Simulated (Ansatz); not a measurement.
cyclohexane (C₆H₁₂), singlet, geometry from GFN2-xTB. Base run: MP2/6-31G in Ansatz (an electronic-structure program).

The Ansatz input:
Ansatz 0.2 input:
```yaml
crystal:
  periodic: [false, false, false]
  atoms:
    - {symbol: C, position_ang: [-0.66197397, 1.12297663, -0.67366385]}
    - {symbol: C, position_ang: [0.75407601, 1.25299157, -0.12037658]}
    - {symbol: C, position_ang: [1.45787052, -0.10080089, -0.13252080]}
    - {symbol: C, position_ang: [0.66197397, -1.12297663, 0.67366385]}
    - {symbol: C, position_ang: [-0.75407601, -1.25299157, 0.12037658]}
    - {symbol: C, position_ang: [-1.45787052, 0.10080089, 0.13252080]}
    - {symbol: H, position_ang: [-0.61416414, 0.80216226, -1.71711692]}
    - {symbol: H, position_ang: [-1.16380661, 2.09274194, -0.64468925]}
    - {symbol: H, position_ang: [1.32141866, 1.97319664, -0.71413349]}
    - {symbol: H, position_ang: [0.70833863, 1.62726918, 0.90520925]}
    - {symbol: H, position_ang: [1.55338037, -0.44915229, -1.16379724]}
    - {symbol: H, position_ang: [2.46383348, -0.00147979, 0.28135615]}
    - {symbol: H, position_ang: [1.16380661, -2.09274194, 0.64468925]}
    - {symbol: H, position_ang: [0.61416414, -0.80216226, 1.71711692]}
    - {symbol: H, position_ang: [-1.32141866, -1.97319664, 0.71413349]}
    - {symbol: H, position_ang: [-0.70833863, -1.62726918, -0.90520925]}
    - {symbol: H, position_ang: [-1.55338037, 0.44915229, 1.16379724]}
    - {symbol: H, position_ang: [-2.46383348, 0.00147979, -0.28135615]}
basis:
  gaussian:
    orbitals: 6-31G
magnetization: {spin_polarized: false}
correlation: {method: mp2}
```

Variants of this job, named by their change:

```json
[
 {"change": "base", "basis functions": "78", "E (Eh)": "-234.65316", "MP2 correlation (Eh)": "-0.54357", "core-seconds (rough)": "2"},
 {"change": "basis = STO-3G", "basis functions": "42", "E (Eh)": "-231.78542", "MP2 correlation (Eh)": "-0.30493", "core-seconds (rough)": "0.5"},
 {"change": "basis = pcseg-0", "basis functions": "78", "E (Eh)": "-234.08906", "MP2 correlation (Eh)": "-0.55194", "core-seconds (rough)": "1"},
 {"change": "basis = def2-SV(P)", "basis functions": "?", "E (Eh)": "?", "MP2 correlation (Eh)": "?", "core-seconds (rough)": "3"},
 {"change": "basis = 6-31+G*", "basis functions": "138", "E (Eh)": "-235.00017", "MP2 correlation (Eh)": "-0.79149", "core-seconds (rough)": "4"},
 {"change": "basis = pc-1", "basis functions": "144", "E (Eh)": "?", "MP2 correlation (Eh)": "?", "core-seconds (rough)": "4"},
 {"change": "basis = def2-SVP", "basis functions": "144", "E (Eh)": "-234.89695", "MP2 correlation (Eh)": "-0.85651", "core-seconds (rough)": "4"},
 {"change": "basis = cc-pVDZ", "basis functions": "144", "E (Eh)": "-235.07993", "MP2 correlation (Eh)": "-0.85711", "core-seconds (rough)": "4"},
 {"change": "basis = 6-31G**", "basis functions": "?", "E (Eh)": "?", "MP2 correlation (Eh)": "?", "core-seconds (rough)": "5"},
 {"change": "basis = 6-311++G**", "basis functions": "216", "E (Eh)": "-235.17068", "MP2 correlation (Eh)": "-0.90733", "core-seconds (rough)": "9"},
 {"change": "basis = 6-311+G(2d,p)", "basis functions": "234", "E (Eh)": "-235.21231", "MP2 correlation (Eh)": "-0.94213", "core-seconds (rough)": "9"},
 {"change": "basis = aug-cc-pVDZ", "basis functions": "?", "E (Eh)": "?", "MP2 correlation (Eh)": "?", "core-seconds (rough)": "20"},
 {"change": "basis = def2-TZVP", "basis functions": "258", "E (Eh)": "-235.29583", "MP2 correlation (Eh)": "-1.00830", "core-seconds (rough)": "10"}
]
```

### Question
What belongs in the gaps?

### Answer

- basis = def2-SV(P), basis functions: 108
- basis = def2-SV(P), E (Eh): -234.77630
- basis = def2-SV(P), MP2 correlation (Eh): -0.76825
- basis = pc-1, E (Eh): -235.00091
- basis = pc-1, MP2 correlation (Eh): -0.85848
- basis = 6-31G**, basis functions: 150
- basis = 6-31G**, E (Eh): -235.08966
- basis = 6-31G**, MP2 correlation (Eh): -0.86453
- basis = aug-cc-pVDZ, basis functions: 246
- basis = aug-cc-pVDZ, E (Eh): -235.11972
- basis = aug-cc-pVDZ, MP2 correlation (Eh): -0.88839

Totals compare only among sets that treat the same electrons; sets with core potentials leave the core out.
